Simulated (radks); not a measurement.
The numbers below are computed, except where a source is named.
Problem. All-electron atom: Bi IV in [Hg]. Level of theory: Dirac Kohn-Sham, exchange-only B88, spin-unpolarised, spherical densities, finite nucleus; Fermi nuclear charge, rms radius 5.5211 fm (a radial shooting solver on a logarithmic mesh with Libxc functionals). Some entries of the table are withheld. Estimate them.

orbital  occ.  eigenvalue (eV)  r(max) (bohr)
1s1/2       2        -90486.61       0.009661
2s1/2       2        -16266.88        0.05642
2p1/2       2        -15638.41        0.04118
2p3/2       4        -13318.35        0.04901
3s1/2       2        -3946.210         0.1588
3p1/2       2        -3660.339         0.1478
3p3/2       4        -3140.906         0.1636
3d3/2       4              (1)         0.1269
3d5/2       6              (2)         0.1312
4s1/2       2        -925.9343         0.3564
4p1/2       2        -801.2950         0.3536
4p3/2       4        -673.2518         0.3855
4d3/2       4              (3)            (4)
4d5/2       6              (5)            (6)
5s1/2       2        -183.8119         0.7715
4f5/2       6        -181.7914         0.3398
4f7/2       8        -176.2991         0.3442
5p1/2       2              (7)         0.8068
5p3/2       4              (8)         0.8830
5d3/2       4              (9)          1.016
5d5/2       6             (10)          1.046
6s1/2       2         -38.9868          1.820

Solution. 
(1) 3d3/2 eigenvalue (eV): -2669.369
(2) 3d5/2 eigenvalue (eV): -2559.222
(3) 4d3/2 eigenvalue (eV): -469.7756
(4) 4d3/2 r(max) (bohr): 0.3763
(5) 4d5/2 eigenvalue (eV): -445.8751
(6) 4d5/2 r(max) (bohr): 0.3859
(7) 5p1/2 eigenvalue (eV): -140.5179
(8) 5p3/2 eigenvalue (eV): -115.7975
(9) 5d3/2 eigenvalue (eV): -55.2298
(10) 5d5/2 eigenvalue (eV): -52.1836
